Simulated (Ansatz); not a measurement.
Reaction (redistribution): `CSB(F)Cl` + `FC(F)(F)C1=CC(C(F)(F)F)=[O+][Al-]([Cl])([Cl])[O]1` → `F[B-]1(Cl)OC(C(F)(F)F)=CC(C(F)(F)F)=[O+]1` + `C[S][Al]([Cl])[Cl]`

Computed with Ansatz on PBE0-D4/def2-TZVP structures; ΔE is electronic, products minus reactants. CCSD(T)/CBS is the MP2 limit (def2-TZVPP, def2-QZVPP) plus CCSD(T) − MP2 in def2-TZVPP, frozen cores. DFT in def2-TZVPP. Each species was taken in one conformer, which may not be the lowest.

```csv
level,ΔE (kJ/mol)
ωB97X-V,89.3
PBE-QIDH,84.7
CCSD/def2-TZVPP,89.3
MP2/def2-QZVPP,88.0
```

(1) What does CCSD(T)/CBS give? (An estimate is asked.)

Largest T1 diagnostic among the species: 0.015.

Results:

(1) Computed: +87.6 kJ/mol. The listed levels differ from it by 1.7, -2.9, 1.7, 0.4 kJ/mol.

Leaving LDA and LC-ωPBE aside and taking each functional with its dispersion term where it has one, the values, not all of them listed here, spread over 15.5 kJ/mol, from PBE-D4 to BHLYP-D4. LDA lies −14.7 kJ/mol from PBE without D4. In def2-TZVPP, CCSD(T) changes the Hartree–Fock value by −18.6 kJ/mol (the triples alone add −3.0 kJ/mol) and MP2 by −18.5 kJ/mol. At CCSD(T), def2-SVP lies +5.3 kJ/mol from the extrapolated value and def2-TZVPP −1.3 kJ/mol.
